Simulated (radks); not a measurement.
Species: the iron ion Fe+. Configuration: [Ar] 3d5 4s2 (not the ground configuration). Method: non-relativistic Kohn-Sham, LDA (Slater exchange, Perdew-Wang correlation), spin-polarised, spherical densities, point nucleus; open shells are filled with parallel spins first; computed with a radial shooting solver on a logarithmic mesh with Libxc functionals. Some entries of the table are withheld. Estimate them.

orbital,occ.,eigenvalue (hartree),<r> (bohr)
1s up,1,-254.7622,0.05925
1s down,1,-254.7611,0.05925
2s up,1,-30.17341,0.2709
2s down,1,-30.06936,0.2704
2p up,3,-26.14624,0.2373
2p down,3,-26.06691,0.2367
3s up,1,(1),0.8141
3s down,1,(2),0.8189
3p up,3,-2.80582,0.8495
3p down,3,-2.60429,0.8580
3d up,5,-0.87948,(3)
3d down,0,-0.69516,(4)
4s up,1,-0.53626,(5)
4s down,1,-0.49500,(6)

Answer. 
(1) 3s up eigenvalue (hartree): -3.98659
(2) 3s down eigenvalue (hartree): -3.78029
(3) 3d up <r> (bohr): 1.006
(4) 3d down <r> (bohr): 1.071
(5) 4s up <r> (bohr): 2.531
(6) 4s down <r> (bohr): 2.654
